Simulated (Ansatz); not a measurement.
GeH10Si3 (`[SiH3][SiH2][SiH2][GeH3]`), charge 0, multiplicity 1.

**Question.** Give a relaxed structure at PBE0-D4/def2-TZVP (Ansatz). (Estimate.)

**Answer.** Ansatz gave: 
Z-matrix (Å, degrees):
```
Si
Si 1 2.338
H 1 1.488 2 109.9
H 1 1.488 2 111.3 3 120.6
H 1 1.488 2 109.5 3 -119.1
Si 2 2.337 1 109.6 3 58.5
H 2 1.490 1 110.1 3 -63.6
H 2 1.490 1 109.2 3 177.7
Ge 6 2.381 2 109.8 1 54.9
H 6 1.490 2 109.4 1 -64.6
H 6 1.490 2 110.8 1 176.1
H 9 1.538 6 110.1 2 -64.6
H 9 1.538 6 111.3 2 175.1
H 9 1.538 6 110.3 2 54.7
```
This is one stationary point; other conformers may exist.
